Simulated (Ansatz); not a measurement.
System: SiHF, charge 0, singlet. SiHF (SMILES F[SiH]).
B3LYP-D3(BJ)/def2-TZVP minimum from Ansatz (a first-principles code):
```
Si
F 1 1.6199
H 1 1.5380 2 96.45
```
Charge 0, spin multiplicity 1.

Total energies in cc-pV(Q+d)Z, 12 correlated electrons, 6 frozen orbitals. Radicals and triplets start from unrestricted determinants; spin-orbit coupling is neglected. Correlated methods leave the cores frozen. No relativity. The restricted determinant of HFSi (F[SiH], singlet) is unstable towards broken spin symmetry in at least one set run.

```csv
method,program,energy (Eh),minus CCSDT(Q) (mEh)
HF,Ansatz,-389.02091,414.69
MP2,Ansatz,-389.40696,28.63
CCSD,Ansatz,-389.42139,14.21
CCSD(T),Ansatz,-389.43463,0.97
UCCSD(T),Ansatz,-389.43444,1.16
CCSDT(Q),Ansatz,-389.43560,0.00
```

Rough core times of Ansatz's runs on a shared machine: CCSD(T) under 20 s, UCCSD(T) 30 s, CCSDT(Q) 10 min.
